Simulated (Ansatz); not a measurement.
Abridged output of a molecular run in Ansatz:

```
Functional definition: HF
1130 factors; integrals over basis functions are off by at most 1.3e-3 eV
mean field evaluation 1: about -42180.5879 eV, gradient 7.5e1 eV
mean field evaluation 2: about -42180.7312 eV, gradient 7.5e1 eV
mean field evaluation 4: about -42193.2349 eV, gradient 2.8e1 eV
mean field evaluation 8: about -42194.6669 eV, gradient 9.6e-1 eV
mean field evaluation 16: about -42194.6909 eV, gradient 1.7e-4 eV
mean field -42194.69093713 eV, -1550.6262913510 hartree, gradient 3.4e-6 eV, S^2 0.000000; 2 other end points of the search recorded, 0 dependent functions left out; unrestricted orbitals would lower it
unrestricted determinant -42195.94634443 eV, -1550.6724267180 hartree, S^2 0.9113
13 core orbitals not correlated: weight in the atoms' cores, before any rotation towards them, 1.000 or more for the frozen orbitals, at most 0.000 for the correlated occupied ones
reference -42194.69093713 eV, -1550.6262913510 hartree; 20, 20 occupied and 78, 78 virtual orbitals, 1130 factors
second order -32.10603375 eV of doubles, -0.00000000 eV of singles
cycle   1  -25.89770439 eV  change     6.2e0 eV  update   5.5e-1
cycle   2  -29.62753494 eV  change    -3.7e0 eV  update   7.4e-1
cycle   3  -30.06743826 eV  change   -4.4e-1 eV  update   9.0e-2
cycle   4  -30.10603052 eV  change   -3.9e-2 eV  update   5.7e-2
cycle   5  -30.08293427 eV  change    2.3e-2 eV  update   2.6e-2
cycle   6  -30.12140824 eV  change   -3.8e-2 eV  update   1.1e-2
cycle   7  -30.10575045 eV  change    1.6e-2 eV  update   5.9e-3
cycle   8  -30.09599300 eV  change    9.8e-3 eV  update   3.5e-3
cycle   9  -30.09830912 eV  change   -2.3e-3 eV  update   1.0e-3
cycle  10  -30.09955604 eV  change   -1.2e-3 eV  update   6.4e-4
cycle  11  -30.09973315 eV  change   -1.8e-4 eV  update   3.0e-4
cycle  12  -30.09958656 eV  change    1.5e-4 eV  update   2.0e-4
cycle  13  -30.09956329 eV  change    2.3e-5 eV  update   1.0e-4
cycle  14  -30.09953438 eV  change    2.9e-5 eV  update   4.4e-5
perturbative correction -2.22290507 eV, -0.0816902547 hartree
Total energy: -42227.01337659 eV, -1551.8141190920 hartree
```

Its atoms:

Z-matrix (Å, degrees):
```
V
N 1 1.814
F 1 1.743 2 108.0
N 1 1.814 2 111.6 3 118.7
S 1 1.996 2 107.7 3 -123.4
H 2 1.008 1 126.3 3 123.6
H 2 1.012 1 121.6 3 -60.7
H 4 1.012 1 121.8 2 -56.3
H 4 1.008 1 126.2 2 118.6
```

(1) Which basis set was used?
A. def2-SVPD
B. def2-SVP
C. def2-TZVPPD
D. cc-pV(T+d)Z

(2) Write the keys of the input that set method, charge and spin (a neutral closed shell needs none for the last two).

## Answers

(1) B. It gives 111 functions.

(2) 
```yaml
correlation: {method: ccsd_t}
```
